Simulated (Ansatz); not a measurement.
C₂H₅BO₂, SMILES `COBC=O`, relaxed with RKS PBE-D4/def2-SVP in the Gaussian-basis code of Ansatz from a rough embedded geometry. The force threshold is 0.03 eV/Å; the program also tests the step.

Charge 0, multiplicity 1.

Start:

```xyz
10

C    -0.149    1.513   -0.140
O     0.929    0.631    0.151
B     0.328   -0.608    0.617
C     0.015   -1.837   -0.265
O     0.280   -1.712   -1.524
H    -0.729    1.157   -0.983
H    -0.710    1.797    0.751
H     0.383    2.455   -0.499
H     0.080   -0.700    1.829
H    -0.426   -2.697    0.063
```

(1) By how much does the energy fall, and how many steps does the optimiser take? (Estimate.)

(2) Which bonds change most? (Estimate.)

(3) Give the relaxed structure. (Estimate.)

Results:

(1) Computed: 1.57 eV, in 64 steps, 9 of them rejected.

(2) Computed: C4–H10 from 1.020 to 1.141 Å; O2–B3 from 1.453 to 1.349 Å; C4–O5 from 1.293 to 1.224 Å; B3–C4 from 1.545 to 1.605 Å.

(3) The calculation gave: 
```xyz
10

C     0.056    1.758    0.025
O     0.413    0.412   -0.265
B    -0.279   -0.651    0.192
C     0.259   -2.094   -0.263
O    -0.346   -3.130   -0.019
H    -0.184    2.279   -0.925
H    -0.819    1.813    0.707
H     0.924    2.267    0.490
H    -1.265   -0.521    0.903
H     1.240   -2.132   -0.845
```
